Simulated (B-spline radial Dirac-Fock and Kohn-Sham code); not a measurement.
## Au 5s: cross section and angular parameters

System: neutral gold in the configuration [Xe] 4f14 5d10 6s1; threshold 107.2 eV (tabulated edge). Calculated with a radial B-spline solver, using Dirac-Hartree-Slater photoionisation with a Latter tail; cross sections with all multipoles, angular parameters from the dipole term and its interference with E2.

For linearly polarised light dσ/dΩ = σ/(4π) [1 + β P₂(cos θ) + (δ + γ cos²θ) sin θ cos φ], with θ from the polarisation vector and φ the angle between the beam and the projection of the electron momentum on the plane normal to the polarisation.

| hν (eV) | σ (kb) | β | γ |
| --- | --- | --- | --- |
| 200 | 58.4 | 1.287 | 0.046 |
| 203 | 58.2 | 1.305 | 0.057 |
| 273 | 50.6 | 1.552 | 0.230 |
| 300 | 47.5 | 1.601 | 0.273 |
| 308 | 46.5 | 1.613 | 0.284 |
| 332 | 43.8 | 1.645 | 0.314 |
| 420 | 35.0 | 1.719 | 0.392 |
| 522 | 27.4 | 1.765 | 0.442 |
| 544 | 26.1 | 1.772 | 0.450 |
| 600 | 23.2 | 1.788 | 0.465 |
| 610 | 22.8 | 1.791 | 0.467 |
| 746 | 17.6 | 1.818 | 0.489 |
| 802 | 16.0 | 1.826 | 0.493 |
| 892 | 13.8 | 1.836 | 0.494 |
| 1000 | 11.7 | 1.847 | 0.491 |
| 1810 | 4.77 | 1.886 | 0.397 |
| 2440 | 2.94 | 1.900 | 0.298 |
| 3190 | 1.88 | 1.910 | 0.187 |
| 4640 | 0.976 | 1.921 | 0.018 |
| 5540 | 0.708 | 1.925 | -0.056 |
| 5990 | 0.613 | 1.927 | -0.084 |
| 9520 | 0.256 | 1.935 | -0.172 |
| 10400 | ? | ? | ? |
| 12000 | 0.163 | 1.937 | -0.135 |
| 15000 | 0.104 | 1.939 | -0.027 |

Question: Give the values at 10400 eV.

Answer: σ = 0.216 kb, β = 1.936, γ = -0.166. For an s subshell δ is negligible.
